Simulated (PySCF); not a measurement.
C₂H₇OPSi.
Z-matrix (Å and degrees, GFN2-xTB geometry), rows numbered from 1:
```
C 
C   1  1.3236
Si  2  1.8885  1  124.24
O   3  1.6277  2  113.09  1    10.68
P   3  2.2549  2  105.91  1   130.29
H   1  1.0783  2  121.27  3     0.86
H   1  1.0797  2  122.87  3  -179.41
H   2  1.0834  1  118.43  3   179.32
H   3  1.4609  2  112.34  1  -101.94
H   4  0.9539  3  122.06  2    68.63
H   5  1.3825  3   95.00  2   158.66
H   5  1.3813  3   94.91  2    65.55
```

Computed with delta-SCF UKS SCAN, pcX-2 on the ionised atom, pcseg-1 elsewhere, spin-free X2C (PySCF). Every row has its own mixed basis.

```
ionised atom  basis functions  E(ground) (Eh)  E(ionised) (Eh)
          C1              144      -787.84217       -777.16878
          C2              144      -787.84299       -777.18240
          O4              144      -787.87104       -768.07914
         Si3              155      -787.90276       -720.03084
          P5              155      -787.92419       -708.93000
```

Task: What are the 1s binding energies?

Result: E(ionised) − E(ground), at 27.2114 eV a hartree:

```tsv
atom	environment	difference (Eh)	binding energy (eV)
C1	terminal =CH2 carbon	10.67339	290.44
C2	alkene CH carbon	10.66059	290.09
O4	silanol oxygen	19.79190	538.57
Si3	oxygen-bound silicon	67.87192	1846.89
P5	three-coordinate phosphorus	78.99419	2149.54
```

Task: How much do the ground-state energies differ, and what would follow from using one of them for all holes?

Result: They run from -787.9242 Eh (core basis on P5) to -787.8422 Eh (on C1), 0.0820 Eh or 2.23 eV apart, for one and the same state in different bases and grids. Pairing the ion of C1 with the ground state of P5 would put its binding energy 2.23 eV too high.

Only 1s holes are shown. The structure is a single GFN2-xTB conformer in the gas phase; no vibrational or solvent corrections.
